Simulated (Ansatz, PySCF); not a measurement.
Ligands exchanged one at a time, B Cl-SiH3. Isolated molecules, 0 K electronic values unless said otherwise. Strings in code marks are SMILES.

Quantity: vertical ionisation energy (energy after one electron is removed minus that of the parent at the parent's geometry), in eV.

Level 1: frozen-core CCSD(T)/cc-pVTZ // PBE-D3(BJ)/def2-TZVP (Ansatz, a quantum-chemistry and plane-wave program)
Level 2: PBE-D3(BJ)/def2-TZVP (PySCF)
Level 3: minus the HOMO energy of PBE-D3(BJ)/def2-TZVP (PySCF)
Level 4: HF/cc-pVTZ // PBE-D3(BJ)/def2-TZVP (Ansatz)

```tsv
species	level 1	level 2	level 3	level 4
`[SiH3]B([SiH3])Cl`	9.53	9.09	6.34	9.04
`[SiH3]B(Cl)Cl`	10.61	10.05	7.15	10.25
`[SiH3]B([SiH3])[SiH3]`	9.98	9.43	6.86	9.28
```
